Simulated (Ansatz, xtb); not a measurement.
# CH5AlBFO: which of two isomers lies lower

We compare I, `CB[O][AlH][F]`, a singlet, with II, `B[O][Al]([CH3])[F]`, a singlet. Both are isolated molecules in the gas phase, relaxed with PBE-D3(BJ)/def2-SVP; the shapes shown needn't be the lowest conformers.

I (Å):

```tsv
atom	x (Å)	y (Å)	z (Å)
C	0.2772	1.2773	-1.1364
Al	0.0041	1.0768	2.9679
B	-0.7875	1.2718	0.0218
F	0.3098	2.5106	3.7732
O	-0.4341	1.1634	1.3259
H	0.0585	0.4564	-1.8543
H	1.3270	1.1849	-0.7938
H	0.1754	2.2115	-1.7316
H	-1.9853	1.3642	-0.2325
H	0.1259	-0.2999	3.7200
```

II (Å):

```yaml
atoms:
  - { symbol: C, position_ang: [-0.6528, -0.0419, 2.0515] }
  - { symbol: Al, position_ang: [0.4438, 0.5210, 0.5572] }
  - { symbol: B, position_ang: [0.0280, 3.1631, -0.9213] }
  - { symbol: F, position_ang: [1.7042, -0.4197, -0.0206] }
  - { symbol: O, position_ang: [0.1994, 2.0040, -0.2631] }
  - { symbol: H, position_ang: [0.6183, 4.1654, -0.5384] }
  - { symbol: H, position_ang: [-0.7216, 3.2002, -1.8890] }
  - { symbol: H, position_ang: [-0.0290, -0.1888, 2.9576] }
  - { symbol: H, position_ang: [-1.4432, 0.6971, 2.2889] }
  - { symbol: H, position_ang: [-1.1386, -1.0155, 1.8333] }
```

Quicker runs give these differences E(II) − E(I): GFN2-xTB +0.518 eV; HF/STO-3G −0.310 eV (at GFN2-xTB geometries); r2SCAN-D4/def2-SVP −0.049 eV (at GFN2-xTB geometries).

Estimate which is lower in electronic energy at CCSD(T)/def2-SVP + ΔMP2/def2-TZVPP, and by roughly how much.

Too close to call at this level: CCSD(T)/def2-SVP + ΔMP2/def2-TZVPP gives E(II) − E(I) = +0.042 eV.

The same difference at several levels:

```csv
level,geometry,E(II) − E(I) (eV),departure from the last row (eV),"job, with rough time for the two"
GFN2-xTB,GFN2-xTB,+0.518,+0.476,"optimisation, 0.31 s"
HF/STO-3G,GFN2-xTB,−0.310,−0.352,"single point, 0.28 s"
r2SCAN-D4/def2-SVP,GFN2-xTB,−0.049,−0.091,"single point, 3.3 s"
PBE-D3(BJ)/def2-SVP,PBE-D3(BJ)/def2-SVP,+0.083,+0.041,"optimisation, 1.7 min"
HF/def2-SVP,PBE-D3(BJ)/def2-SVP,+0.097,+0.055,part of the CCSD(T) run
MP2/def2-SVP,PBE-D3(BJ)/def2-SVP,+0.077,+0.035,part of the CCSD(T) run
CCSD(T)/def2-SVP,PBE-D3(BJ)/def2-SVP,+0.086,+0.044,single point
CCSD(T)/def2-SVP + ΔMP2/def2-TZVPP,PBE-D3(BJ)/def2-SVP,+0.042,,"single point, 22 s"
```

As drawn, II has 1 C–Al, 1 B–H in place of 1 C–B, 1 Al–H.

The largest departure from CCSD(T)/def2-SVP + ΔMP2/def2-TZVPP is that of GFN2-xTB, 0.476 eV. The last row adds to CCSD(T) the change of the MP2 difference between the two basis sets, here −0.044 eV.

With harmonic frequencies from PBE-D3(BJ)/def2-SVP (ideal gas, rigid rotor, one conformer each, 298.15 K, 1 atm): on the last row, ΔE + ΔZPE = +0.054 eV. A mode under 50 cm⁻¹ makes harmonic enthalpies and free energies unreliable, so none is given.

The correlated steps freeze 9 core orbitals. Programs: Ansatz 0.2.0, xtb 6.7.1; the last row on 2 threads of Arm Neoverse V1 on a shared host.
